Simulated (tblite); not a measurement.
C5H7F3O2P (charge -1).
Numbering: `[CH3:1][CH:2]([CH3:3])[P@:4](=[O:5])([O-:6])[C:7]([F:8])=[C:9]([F:10])[F:11]` (hydrogens: H12, H13, H14 on C1; H15 on C2; H16, H17, H18 on C3)

A start from a force field or distance geometry was refined with GFN2-xTB geometry optimisation, gas phase in tblite. Values at the start:

```csv
coordinate,start
C1–C2,1.502 Å
C1–H12,1.125 Å
C2–C3,1.517 Å
C2–P4,1.822 Å
C2–H15,1.105 Å
C3–H16,1.102 Å
P4=O5,1.496 Å
P4–O6,1.686 Å
P4–C7,1.789 Å
C7–F8,1.365 Å
C7=C9,1.328 Å
C9–F10,1.365 Å
C9–F11,1.358 Å
C2–P4–O6,108.9°
C2–P4–C7,109.2°
O5–P4–O6,109.1°
O5–P4–C7,111.5°
O6–P4–C7,108.5°
C7–C9–F10,115.3°
C7–C9–F11,122.2°
F10–C9–F11,122.4°
C1–C2–P4–O5,-22°
C2–P4–C7–F8,51°
P4–C7–C9–F10,0°
```

How do these coordinates change at the GFN2-xTB level?

| coordinate | GFN2-xTB (Å or °) | change |
| --- | --- | --- |
| P4–O6 | 1.483 | -0.203 |
| P4–C7 | 1.895 | +0.106 |
| C2–P4 | 1.867 | +0.045 |
| C9–F10 | 1.323 | -0.042 |
| C1–H12 | 1.093 | -0.032 |
| C1–C2 | 1.517 | +0.015 |
| P4=O5 | 1.481 | -0.015 |
| C7=C9 | 1.317 | -0.011 |
| C2–H15 | 1.094 | -0.011 |
| C7–F8 | 1.355 | -0.010 |
| C3–H16 | 1.093 | -0.009 |
| C9–F11 | 1.356 | -0.002 |
| C2–C3 | 1.519 | +0.002 |
| F10–C9–F11 | 108.6 | -13.8 |
| O5–P4–O6 | 120.8 | +11.7 |
| C2–P4–C7 | 97.8 | -11.4 |
| C7–C9–F10 | 124.1 | +8.8 |
| C7–C9–F11 | 127.3 | +5.1 |
| O5–P4–C7 | 107.6 | -3.9 |
| O6–P4–C7 | 105.8 | -2.7 |
| C2–P4–O6 | 111.3 | +2.4 |
| C2–P4–C7–F8 | 11 | -40 |
| C1–C2–P4–O5 | -44 | -22 |
| P4–C7–C9–F10 | 4 | +4 |

The energy falls by 1.923 eV over 140 L-BFGS steps, the largest force on an atom goes from 7.94 to 0.008 eV/Å, and the atoms move by 0.644 Å rms after alignment. The bond that changes most is P4–O6 (ends: phosphoryl phosphorus; oxygen bonded to P), which shortens by 0.203 Å. Bonds longer at the end by more than 0.005 Å: 3 of 17; shorter: 12. Among the dihedrals that turn most is O5–P4–C7–C9, from -8° to -59°. Rotational constants go from 1554, 647.4, 609.0 to 1633, 670.6, 565.3 MHz.

Its GFN2-xTB frequencies are all real (lowest 29 cm⁻¹). 3 starts were optimised and ended at 0.00, 0.00 and 1.48 kcal/mol (GFN2-xTB); the lowest of these is shown.

One conformer stands for the species.

All values are computed, not measured.
